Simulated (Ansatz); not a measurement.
Input for Ansatz (an electronic-structure program): U-CCSD(T)/cc-pVTZ on H8 chain, a point of a bond scan (R = 1.300 Å).

Ansatz 0.2 input:
```yaml
crystal:
  periodic: [false, false, false]
  atoms:
    - {symbol: H, position_ang: [0.00000000, 0.00000000, 0.00000000]}
    - {symbol: H, position_ang: [0.00000000, 0.00000000, 1.30000000]}
    - {symbol: H, position_ang: [0.00000000, 0.00000000, 2.60000000]}
    - {symbol: H, position_ang: [0.00000000, 0.00000000, 3.90000000]}
    - {symbol: H, position_ang: [0.00000000, 0.00000000, 5.20000000]}
    - {symbol: H, position_ang: [0.00000000, 0.00000000, 6.50000000]}
    - {symbol: H, position_ang: [0.00000000, 0.00000000, 7.80000000]}
    - {symbol: H, position_ang: [0.00000000, 0.00000000, 9.10000000]}
basis:
  gaussian:
    orbitals: cc-pVTZ
correlation: {method: ccsd_t, electrons: outside_noble_gas}
scf: {omitted_lower_state_checks: [cluster_reference]}
magnetization: {spin_polarized: true, initial_magnetization: 0}
```

The log:

```
Functional definition: HF
[...]
these checks for a lower state are left out or cut short: cluster_reference
integrals: 0.23 GiB planned
583 factors; integrals over basis functions are off by at most 9.8e-4 eV
mean field: 0.18 GiB planned
mean field evaluation 1: about -112.5965 eV, gradient 5.0e0 eV
mean field evaluation 2: about -112.5877 eV, gradient 5.0e0 eV
mean field evaluation 4: about -113.0894 eV, gradient 5.4e-1 eV
mean field evaluation 8: about -113.0968 eV, gradient 4.3e-4 eV
mean field evaluation 16: about -114.4682 eV, gradient 8.5e-1 eV
mean field evaluation 32: about -113.8904 eV, gradient 5.8e0 eV
mean field evaluation 64: about -113.0968 eV, gradient 1.2e-4 eV
mean field -114.48154207 eV, -4.2071190727 hartree, gradient 9.8e-6 eV, S^2 1.398062; 7 other end points of the search recorded, 0 dependent functions left out
reference -114.48154207 eV, -4.2071190727 hartree; 4, 4 occupied and 108, 108 virtual orbitals, 583 factors
second order -2.55955114 eV of doubles, -0.00000000 eV of singles
coupled cluster: 0.57 GiB planned
cycle   1  -3.12292474 eV  change   -5.6e-1 eV  update   9.9e-2
cycle   2  -3.82785501 eV  change   -7.0e-1 eV  update   7.1e-2
cycle   3  -4.09891459 eV  change   -2.7e-1 eV  update   4.4e-2
cycle   4  -4.21686691 eV  change   -1.2e-1 eV  update   2.7e-2
cycle   5  -4.32055521 eV  change   -1.0e-1 eV  update   1.8e-2
cycle   6  -4.35137496 eV  change   -3.1e-2 eV  update   1.1e-2
cycle   7  -4.37915891 eV  change   -2.8e-2 eV  update   6.9e-3
cycle   8  -4.39230781 eV  change   -1.3e-2 eV  update   3.2e-3
cycle   9  -4.39080177 eV  change    1.5e-3 eV  update   1.8e-3
cycle  10  -4.39036644 eV  change    4.4e-4 eV  update   9.2e-4
cycle  11  -4.39062881 eV  change   -2.6e-4 eV  update   5.4e-4
cycle  12  -4.39132673 eV  change   -7.0e-4 eV  update   2.5e-4
cycle  13  -4.39171951 eV  change   -3.9e-4 eV  update   1.3e-4
cycle  14  -4.39169544 eV  change    2.4e-5 eV  update   7.9e-5
cycle  15  -4.39151425 eV  change    1.8e-4 eV  update   4.2e-5
cycle  16  -4.39144063 eV  change    7.4e-5 eV  update   2.0e-5
cycle  17  -4.39143158 eV  change    9.0e-6 eV  update   1.0e-5
cycle  18  -4.39143352 eV  change   -1.9e-6 eV  update   5.3e-6
coupled cluster: 0.57 GiB planned
perturbative correction -0.17391923 eV, -0.0063914140 hartree
WARN: the results are in doubt because among natural orbitals full CI differs from the method by -0.315 eV
Total energy: -119.04689482 eV, -4.3748926919 hartree
In doubt: among natural orbitals full CI differs from the method by -0.315 eV
Checks for a lower state left out: cluster_reference
```

Self-consistency was reached. Its determinant has ⟨S²⟩ = 1.40, a mixture of spin states.

Warnings raised: large difference.

Cost: roughly 14 core-seconds.
